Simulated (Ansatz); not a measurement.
`CBC(O)F` + `O=C(O)O` → `CBOC(=O)O` + `OCF`  (ligand exchange at a B–C bond)

Calculated with Ansatz (gas phase, PBE0-D4/def2-TZVP geometries, no zero-point term in ΔE). CCSD(T)/CBS adds triple-zeta CCSD(T) − MP2 to the extrapolated MP2 energy (def2 sets, frozen cores). DFT in def2-TZVPP. B3LYP here is the variant with VWN-RPA as its local correlation; programs differ in this. Each species was taken in one conformer, which may not be the lowest.

(1) Is it downhill or uphill in electronic energy at CCSD(T)/CBS, and by how much? (Estimate.)

(2) What do these levels give: PBE-D4, r2SCAN-D4, PBE0-D4, B3LYP-D4, ωB97M-V, B2PLYP, r2SCAN, B3LYP, HF/def2-TZVPP, MP2/def2-TZVPP, CCSD/def2-TZVPP, MP2/def2-QZVPP? (Estimate.)

Largest T1 diagnostic among the species: 0.014.

Results:

(1) Computed: Downhill: ΔE = -131.3 kJ/mol.

(2) Ansatz gave: PBE-D4 -121.2, r2SCAN-D4 -127.5, PBE0-D4 -126.1, B3LYP-D4 -130.8, ωB97M-V -128.5, B2PLYP -133.3, r2SCAN -127.5, B3LYP -131.5, HF/def2-TZVPP -142.4, MP2/def2-TZVPP -134.2, CCSD/def2-TZVPP -133.5, MP2/def2-QZVPP -133.8 kJ/mol.

In def2-TZVPP, CCSD(T) changes the Hartree–Fock value by +9.5 kJ/mol (the triples alone add +0.5 kJ/mol) and MP2 by +8.2 kJ/mol. From PBE to PBE0 (25 % exact exchange), in def2-TZVPP and without D4, ΔE moves by −4.8 kJ/mol.
